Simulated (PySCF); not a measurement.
UHF on Si⁺ (silicon, charge +1)

Configuration: [Ne] 3s1 3p2, high-spin 4P determinant (an excited configuration). All numbers are calculated (PySCF 2.14, scalar relativity by spin-free X2C-1e, in aug-cc-pVTZ-DK).

| Item | Value |
| --- | --- |
| Total energy | -289.033796 hartree |
| One-electron energy | -396.0314 hartree |
| Hartree (Coulomb) energy | 127.2402 hartree |
| Exchange energy | -20.2425 hartree |
| ⟨S²⟩ | 3.7501 |
| ⟨L²⟩ | 2.018 |
| Sum of ⟨r⟩ | 11.37 bohr |
| Sum of ⟨r²⟩ | 20.99 bohr² |
| Traceless quadrupole moment −½Σ⟨3z² − r²⟩ along its main axis | 2.93 e·bohr² |
| Langevin diamagnetic susceptibility | -16.6 ×10⁻⁶ cm³/mol |

| shell | electrons | mean orbital energy (eV) | spread (eV) | rms radius, mean of both spins (bohr) |
| --- | --- | --- | --- | --- |
| 1s α | 1 | -1888.0 | 0 | 0.129 |
| 1s β | 1 | -1887.2 | 0 | 0.129 |
| 2s α | 1 | -179.27 | 0 | 0.613 |
| 2s β | 1 | -178.04 | 0 | 0.613 |
| 2p α | 3 | -126.96 | 0.380 | 0.598 |
| 2p β | 3 | -125.87 | 0.516 | 0.598 |
| 3s α | 1 | -27.241 | 0 | 2.20 |
| 3p α | 2 | -17.586 | 0 | 2.57 |

Densities and radii are taken from the X2C orbitals without a picture-change correction, which distorts them close to the nucleus.

Spin-orbit constants ζ (cm⁻¹) from the X2C one-electron operator on these orbitals: bare nucleus, nucleus screened by l(l+1)(2l+1)/3 electrons, and screened by the Breit-Pauli mean field of the electrons.

```tsv
shell	bare	screened nucleus	mean field
2p	3886	3331	3079
3p	231.2	198.2	180.2
```

To first order the Landé constant is A = 60.08 cm⁻¹, so the lowest level has J = 1/2 and lies 0.0186 eV below the centre of the term. This holds in LS coupling only.
